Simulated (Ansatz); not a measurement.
Consider the formal exchange of groups at the Sn–C bond: `[SnH3][CH2][SnH3]` + `C=CC` → `C=C[CH2][SnH3]` + `[CH3][SnH3]`.

Gas-phase electronic energies from Ansatz, PBE0-D4/def2-TZVP geometries. CCSD(T)/CBS is the MP2 limit (def2-TZVPP, def2-QZVPP) plus CCSD(T) − MP2 in def2-TZVPP, frozen cores. DFT in def2-TZVPP. HSE06 is defined as in plane-wave codes. Elements past krypton have def2 core potentials. For Sn outer-core shells are correlated without core-valence functions, which leaves a few kJ/mol of doubt a bond. Each species was taken in one conformer, which may not be the lowest.

Task: Is it downhill or uphill in electronic energy at CCSD(T)/CBS, and by how much? (Estimate.)

Result: Computed: Uphill: ΔE = +4.9 kJ/mol.

Task: What do these levels give: B97M-V, PBE0-D4, BHLYP-D4, PBE0, HSE06, BHLYP, SCS-MP2/def2-TZVPP, CCSD/def2-TZVPP, CCSD(T)/def2-TZVPP, HF/def2-QZVPP, HF/CBS(def2), CCSD/CBS(def2)? (Estimate.)

Result: Computed: B97M-V 1.1, PBE0-D4 0.7, BHLYP-D4 3.8, PBE0 0.7, HSE06 0.6, BHLYP 1.8, SCS-MP2/def2-TZVPP 4.8, CCSD/def2-TZVPP 4.9, CCSD(T)/def2-TZVPP 4.6, HF/def2-QZVPP 6.1, HF/CBS(def2) 6.2, CCSD/CBS(def2) 5.1 kJ/mol.

Largest T1 diagnostic among the species: 0.013.

Leaving LDA and LC-ωPBE aside and taking each functional with its dispersion term where it has one, the values, not all of them listed here, spread over 7.4 kJ/mol, from revPBE-D4 to BHLYP-D4. From BLYP to BHLYP (50 % exact exchange), in def2-TZVPP and without D4, ΔE moves by +4.4 kJ/mol.
